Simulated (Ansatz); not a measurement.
`C#C[Si](F)(F)C#C` + HCl → `C#C[Si](F)(F)Cl` + acetylene at 700 K and 1 bar (ligand exchange at the Si–C bond).

Isolated molecules relaxed with PBE0-D4/def2-TZVP in Ansatz; ΔE leaves out vibrations. CCSD(T)/CBS is the MP2 limit (def2-TZVPP, def2-QZVPP) plus CCSD(T) − MP2 in def2-TZVPP, frozen cores. This one scheme is used for every species.

```csv
species,CCSD(T)/CBS energy (Eh),H − E (kJ/mol),S (J/(mol·K))
`C#C[Si](F)(F)C#C`,-642.11440,201.6,484.7
HCl,-460.38127,38.4,211.8
`C#C[Si](F)(F)Cl`,-1025.29095,141.5,449.2
`C#C`,-77.22717,102.1,244.4
```

H − E and S are ideal-gas, rigid-rotor, harmonic terms from PBE0-D4/def2-TZVP. 1 Eh = 2625.50 kJ/mol, R = 8.31446 J/(mol·K).

Task: By hand: ΔE, ΔH, ΔS and ΔG.

Result: ΔE = (-1025.29095) + (-77.22717) − (-642.11440) − (-460.38127) = -0.02245 Eh = -58.9 kJ/mol. Δ(H − E) = 141.5 + 102.1 − 201.6 − 38.4 = 3.6, so ΔH = -55.3 kJ/mol. ΔS = 449.2 + 244.4 − 484.7 − 211.8 = -2.9 J/(mol·K). ΔG = -55.3 − 700 × (-2.9)/1000 = -53.3 kJ/mol.

Task: By hand: the equilibrium constant, and the temperature at which ΔG would vanish if ΔH and ΔS stayed fixed.

Result: log₁₀ K = −ΔG/(RT ln 10) = 4.0. ΔG = 0 at ΔH/ΔS = 19069 K, far beyond where these terms or the molecules hold.

The number of gas molecules stays the same, so ΔS is small and ΔH decides. A doubt of 5 kJ/mol in ΔE shifts log₁₀ K by 0.4 here. These are equilibria of isolated gas molecules and say nothing of rates. Largest T1 diagnostic: 0.013 (customary marks: 0.02 for closed shells, 0.045 for open ones).
